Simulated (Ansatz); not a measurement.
Reaction (formal exchange of groups at the Si–C bond): `C[SiH2]P` + `[CH3][GeH2][CH]=N` → `[CH3][GeH2][SiH2]P` + `CC=N`

Program: Ansatz. Geometries: PBE0-D4/def2-TZVP. ΔE: electronic, gas phase. CCSD(T)/CBS is the MP2 limit (def2-TZVPP, def2-QZVPP) plus CCSD(T) − MP2 in def2-TZVPP, frozen cores. For Ge outer-core shells are correlated without core-valence functions, which leaves a few kJ/mol of doubt a bond. Scalar relativity is left out up to krypton. Each species was taken in one conformer, which may not be the lowest.

| species | CCSD(T)/CBS(def2) energy (Eh) |
| --- | --- |
| `C[SiH2]P` | -672.28696 |
| `[CH3][GeH2][CH]=N` | -2211.10188 |
| `[CH3][GeH2][SiH2]P` | -2749.60229 |
| `CC=N` | -133.79309 |

Work out ΔE.

ΔE = (-2749.60229) + (-133.79309) − (-672.28696) − (-2211.10188) = -0.00654 Eh = -17.2 kJ/mol.

Largest T1 diagnostic among the species: 0.012.
